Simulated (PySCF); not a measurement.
A structure optimised at PBE-D3(BJ)/def2-SVPD, used in a PySCF frequency run:

```
C
H 1 1.1117
H 1 1.1117 2 107.55
H 1 1.1185 2 108.89 3 117.85
C 1 1.5612 2 109.69 3 -119.25
O 5 1.3344 1 114.80 2 58.96
H 5 1.1570 6 115.09 1 -120.89
H 5 1.1570 7 102.00 6 125.33
```
Charge -1, spin multiplicity 1.

**Question.** Write its SMILES, formula and point group.

**Answer.** CC[O-], C2H5O, Cs

**Question.** What are its rotational constants (standard atomic weights)?

**Answer.** 38.144, 9.5463, 8.4673 GHz
